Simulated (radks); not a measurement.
Results of a calculation; reference values are marked as such.
Q: Valence configurations of the cadmium ion Cd2+ (all share [Kr]). Level of theory: scalar-relativistic Kohn-Sham, r2SCAN, spin-unpolarised, spherical densities, finite nucleus; meta-GGA in the generalised Kohn-Sham scheme; Fermi nuclear charge, rms radius 4.6087 fm (a radial shooting solver on a logarithmic mesh with Libxc functionals). Order these by energy: 4d9 5p1; 4d6 5s1 5p3; 4d9.5 5p0.5; 4d8 5p2; 4d10; 4d8 5s1 5p1; 4d5.5 5s1 5p3.5; 4d8 5s2; 4d9 5s1; 4d7.5 5s1 5p1.5.

A: From the lowest, in eV above it: 4d10 0.000; 4d9.5 5p0.5 8.890; 4d9 5s1 11.295; 4d9 5p1 18.623; 4d8 5s2 24.848; 4d8 5s1 5p1 32.870; 4d8 5p2 40.801; 4d7.5 5s1 5p1.5 45.028; 4d6 5s1 5p3 87.242; 4d5.5 5s1 5p3.5 103.27. NIST lists [Kr] 4d10 as the ground configuration; this level of theory agrees among the configurations tried. The energies are those of spherical spin-averaged densities, not of single terms.
